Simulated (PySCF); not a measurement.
# SnH under electron impact: the energy ladder

PBE in PySCF with def2-TZVPPD on every atom (core potentials on Sn), for the lowest determinant that a PBE0 search found; no spin–orbit coupling.

| species | state (unpaired electrons) | Re (Å) | ωe (cm⁻¹) | energy of the minimum from the neutral (eV) | De (eV) | dissociates to |
| --- | --- | --- | --- | --- | --- | --- |
| SnH | doublet (π ↑) | 1.797 | 1639 | 0.00 | 2.65 | Sn + H |
| SnH⁺ | singlet (closed shell) | 1.780 | 1752 | 7.16 | 2.75 | Sn⁺ + H |
| SnH⁻ | triplet (π ↑↑) | 1.831 | 1462 | -1.23 | 2.58 | Sn⁻ + H |

Task: Work out the lowest energy to break SnH into atoms, from its vibrational ground state.

Result: D0 = De − ωe/2 = 2.65 − 0.10 = 2.55 eV (PBE/def2-TZVPPD).

Task: Work out the ionisation energy of the Sn atom at this level and the threshold of dissociative ionisation.

Result: IE(Sn) = 7.16 + 2.75 − 2.65 = 7.26 eV, so Sn⁺ + H + e⁻ appears at D0 + IE(Sn) = 9.81 eV (PBE/def2-TZVPPD). The measured IE(Sn) is 7.344 eV (NIST ASD).

Task: Work out the electron affinity of the Sn atom and the threshold of dissociative attachment.

Result: EA(Sn) = 2.65 − 2.58 − (-1.23) = 1.30 eV, so Sn⁻ + H needs D0 − EA(Sn) = 1.25 eV (PBE/def2-TZVPPD). The measured EA(Sn) is 1.112 eV.

These are thermodynamic thresholds; the onsets seen under electron impact lie higher where the geometry changes, and cross-sections peak well above them.

Spin–orbit coupling is left out, which matters for elements this heavy, above all for dissociation energies. For an ion De counts to the pair picked by the measured ionisation energies or electron affinities, which need not be the lowest pair at this level. The highest Kohn–Sham level is positive in this anion. Much of that is self-interaction error, but it also means that the finite basis helps to hold the extra electron. States were picked by a PBE0 search and need not be the measured ground states.
